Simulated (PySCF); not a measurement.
HN2, charge +1, singlet, at a GFN2-xTB geometry; MP2/6-31G run with PySCF.

PySCF was given this input:
```python
from pyscf import gto, scf, mp

mol = gto.M(
    atom='''
N    -0.000000   -0.000000   -0.435395
N     0.000000    0.000000    0.644830
H    -0.000000   -0.000000   -1.466046
''',
    basis='6-31g',
    charge=1,
    spin=0,
    verbose=4,
)

mf = scf.RHF(mol)
mf.kernel()

pt = mp.MP2(mf)
pt.kernel()
print('E(MP2) = %.10f' % pt.e_tot)
mf.analyze()
```

### Question
Predict the main parts of the log of this PySCF run.

### Answer

```
PySCF version 2.14.0

[INPUT] verbose = 4
[INPUT] num. atoms = 3
[INPUT] num. electrons = 14
[INPUT] charge = 1
[INPUT] spin (= nelec alpha-beta = 2S) = 0
[INPUT] symmetry False subgroup None
[INPUT] Mole.unit = angstrom
[INPUT] Symbol           X                Y                Z      unit          X                Y                Z       unit  Magmom
[INPUT]  1 N      0.000000000000   0.000000000000  -0.435395000000 AA    0.000000000000   0.000000000000  -0.822777306005 Bohr   0.0
[INPUT]  2 N      0.000000000000   0.000000000000   0.644830000000 AA    0.000000000000   0.000000000000   1.218552096903 Bohr   0.0
[INPUT]  3 H      0.000000000000   0.000000000000  -1.466046000000 AA    0.000000000000   0.000000000000  -2.770425426014 Bohr   0.0

nuclear repulsion = 29.3528792638843
number of shells = 12
number of NR pGTOs = 48
number of NR cGTOs = 20
basis = 6-31g
ecp = {}

******** <class 'pyscf.scf.hf.RHF'> ********
method = RHF
initial guess = minao
damping factor = 0
level_shift factor = 0
DIIS = <class 'pyscf.scf.diis.CDIIS'>
diis_start_cycle = 1
diis_space = 8
diis_damp = 0
SCF conv_tol = 1e-09
SCF conv_tol_grad = None
SCF max_cycles = 50
direct_scf = True
direct_scf_tol = 1e-13
Set gradient conv threshold to 3.16228e-05
Initial guess from minao.
init E= -109.776120655453
  HOMO = -0.488846233174792  LUMO = 0.0523574433646057  gap/eV = 14.72690
cycle= 1 E= -108.980755351615  delta_E= 0.795  |g|= 0.552  |ddm|= 1.86
  HOMO = -1.05322885600802  LUMO = -0.278886499556159  gap/eV = 21.07093
cycle= 2 E= -109.046184232886  delta_E= -0.0654  |g|= 0.308  |ddm|= 0.755
  HOMO = -1.00984717544818  LUMO = -0.214813643758257  gap/eV = 21.63396
cycle= 3 E= -109.061037920784  delta_E= -0.0149  |g|= 0.105  |ddm|= 0.216
  HOMO = -0.992885132282021  LUMO = -0.192706310973332  gap/eV = 21.77397
cycle= 4 E= -109.063413543404  delta_E= -0.00238  |g|= 0.0225  |ddm|= 0.11
  HOMO = -0.994208290149096  LUMO = -0.194368512541206  gap/eV = 21.76475
cycle= 5 E= -109.06353640559  delta_E= -0.000123  |g|= 0.00278  |ddm|= 0.0243
  HOMO = -0.994023319975558  LUMO = -0.194326745299148  gap/eV = 21.76085
cycle= 6 E= -109.063540221005  delta_E= -3.82e-06  |g|= 0.00063  |ddm|= 0.0107
  HOMO = -0.9940113671631  LUMO = -0.194300917202862  gap/eV = 21.76123
cycle= 7 E= -109.063540317756  delta_E= -9.68e-08  |g|= 9.09e-05  |ddm|= 0.00202
  HOMO = -0.99401749128993  LUMO = -0.194312414159455  gap/eV = 21.76108
cycle= 8 E= -109.063540319711  delta_E= -1.96e-09  |g|= 4.53e-06  |ddm|= 0.000135
  HOMO = -0.994017151722912  LUMO = -0.194311607160235  gap/eV = 21.76110
cycle= 9 E= -109.063540319717  delta_E= -6.85e-12  |g|= 3.58e-07  |ddm|= 1.14e-05
  HOMO = -0.994017215683303  LUMO = -0.194311741192168  gap/eV = 21.76109
Extra cycle  E= -109.063540319717  delta_E= -8.53e-14  |g|= 1.41e-07  |ddm|= 7.46e-07
converged SCF energy = -109.063540319717

******** <class 'pyscf.mp.mp2.RMP2'> ********
nocc = 7, nmo = 20
E(RMP2) = -109.301950753471  E_corr = -0.238410433753621
E(SCS-RMP2) = -109.295384370794  E_corr = -0.231844051076472
E_corr(same-spin) = -0.0625943878013916
E_corr(oppo-spin) = -0.175816045952229
E(MP2) = -109.3019507535
**** SCF Summaries ****
Total Energy =                        -109.063540319717475
Nuclear Repulsion Energy =              29.352879263884315
One-electron Energy =                 -199.955534881871131
Two-electron Energy =                   61.539115298269337
Two-electron Coulomb Energy =           74.650169852848478
DFT Exchange-Correlation Energy =      -13.111054554579141
HOMO-LUMO gap [eV] =                    21.761094368685541
**** MO energy ****
MO #1   energy= -16.1197324803985  occ= 2
MO #2   energy= -16.089689300562   occ= 2
MO #3   energy= -1.90277559774144  occ= 2
MO #4   energy= -1.31657978442865  occ= 2
MO #5   energy= -1.02184075421852  occ= 2
MO #6   energy= -0.994017215683311 occ= 2
MO #7   energy= -0.994017215683303 occ= 2
MO #8   energy= -0.194311741192168 occ= 0
MO #9   energy= -0.194311741192164 occ= 0
MO #10  energy= -0.0921919100483919 occ= 0
MO #11  energy= 0.263934294816878  occ= 0
MO #12  energy= 0.436793219647066  occ= 0
MO #13  energy= 0.515366626717012  occ= 0
MO #14  energy= 0.515366626717013  occ= 0
MO #15  energy= 0.681734314085166  occ= 0
 ** Mulliken pop on meta-lowdin orthogonal AOs  **
 ** Mulliken pop  **
pop of  0 N 1s            1.99998
pop of  0 N 2s            1.19483
pop of  0 N 3s            0.01675
pop of  0 N 2px           1.16540
pop of  0 N 2py           1.16540
pop of  0 N 2pz           1.24775
pop of  0 N 3px           0.00058
pop of  0 N 3py           0.00058
pop of  0 N 3pz           0.01243
pop of  1 N 1s            1.99998
pop of  1 N 2s            1.59504
pop of  1 N 3s            0.02093
pop of  1 N 2px           0.83034
pop of  1 N 2py           0.83034
pop of  1 N 2pz           1.32306
pop of  1 N 3px           0.00367
pop of  1 N 3py           0.00367
pop of  1 N 3pz           0.02035
pop of  2 H 1s            0.54345
pop of  2 H 2s            0.02545
 ** Mulliken atomic charges  **
charge of    0N =      0.19629
charge of    1N =      0.37261
charge of    2H =      0.43110

WARN: System has nonzero charge 1; the dipole moment is origin-dependent.
Location of origin: [0. 0. 0.]

Dipole moment(X, Y, Z, Debye): -0.00000,  0.00000, -3.09695
```
